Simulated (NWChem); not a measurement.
Species: C₂H₇OSi, doublet; SMILES C[SiH](C)[O]

Computed with NWChem. Spin-unrestricted. Geometry: optimised at PBE-D3(BJ)/def2-SVP, spin-unrestricted. Not confirmed as a minimum by frequencies. No stability test was run on the SCF state. Level: PBE0/def2-SVP with SMD (1 M gas to 1 M solution), gas-phase geometry. Reactions with the solvent are ignored.

```
solvent          dielectric constant  solvation free energy (kcal/mol)  cavity-dispersion-structure term (kcal/mol)  dipole in solution (D)
---------------  -------------------  --------------------------------  -------------------------------------------  ----------------------
water                           78.4                              -1.5                                          3.4                    3.13
ethyl acetate                   5.99                              -3.2                                         -0.6                    2.63
1,4-dioxane                     2.21                              -1.8                                         -0.1                    2.44
2-propanol                      19.3                              -3.3                                          0.9                    2.97
tetrahydrofuran                 7.43                              -3.1                                         -0.4                    2.66
```
